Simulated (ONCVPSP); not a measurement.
## Potentials for Co (Z = 27) compared

Generated with ld1.x 7.5 (TM, RRKJ, ultrasoft, PAW), atompaw 4.2 or ONCVPSP 4.0.1. The cutoff is in Ry: for ld1.x and atompaw files where the sum of valence levels is converged to 10 mRy in a Bessel basis, for ONCV files where the hardest occupied wave has 1 mHa per electron of residual kinetic energy. The error is the largest all-electron minus pseudo excitation energy over each file’s own four to seven test configurations (ionisations up to +4, promotions, holes and added fractions of an electron), all of which were solved. The labels leave out finer settings (local radius, basis sizes, second energies), which also bear on the numbers. Spin-polarised tests are not counted. The rows are a selection from randomly drawn settings: files with unsolved tests, undetermined cutoffs or missed reference levels are left out.

A true bound ghost makes a file unfit for plane-wave use even where its test errors are small: the radial tests pick states by their node count and pass the ghost by.

```tsv
potential	cutoff (Ry)	largest error (meV)	bound ghosts
ONCV, PBEsol, fully relativistic, rc 1.05/0.75/1.40 (spd), local smoothed, core correction yes, reference 3s2 3p6 3d7 4s2, qcut 12.9/10/13.6, projectors 2/2/3	234	+9.8	none
ONCV, PBE, scalar-relativistic, rc 1.25/1.05/1.70/1.60 (spdf), local smoothed, core correction no, reference 3s2 3p6 3d7 4s2, qcut 12.3/11.4/10.3/7.2, projectors 2/2/2/2	92	-223	none
ONCV, PBE, scalar-relativistic, rc 1.35/0.95/0.95 (spd), local d, core correction yes, reference 3s2 3p6 3d7 4s0.5, qcut 7.4/13.8/15.8, projectors 2/2/0	196	+2.2	none
ONCV, PW91, scalar-relativistic, rc 1.50/1.30/1.75/1.70 (spdf), local smoothed, core correction no, reference 3s2 3p6 3d7 4s1.5 4p0.5, qcut 6.5/12/10.2/6.2, projectors 2/2/1/2	80	+5.4	none
ONCV, PBE, scalar-relativistic, rc 0.95/1.15/1.30 (spd), local smoothed, core correction no, reference 3s2 3p6 3d7, qcut 12.2/11.2/11.2, projectors 3/2/2	116	+31	none
```

Task: Fill in the row for Co: ONCV, PBE, scalar-relativistic, rc 1.38/1.44/2.10 (spd), local smoothed, core correction yes, reference 3s2 3p6 3d7 4s1, qcut 10/12.7/7.4, projectors 2/2/1.

Result: cutoff 73 Ry, largest error +126 meV, bound ghosts: none.

Task: Fill in the row for Co: ONCV, PBEsol, scalar-relativistic, rc 1.50/1.20/1.50/1.25 (spdf), local smoothed, core correction yes, reference 3s2 3p6 3d7 4s2, qcut 6.3/9.4/10.6/8.2, projectors 2/3/2/3.

Result: cutoff 89 Ry, largest error +16 meV, bound ghosts: f.
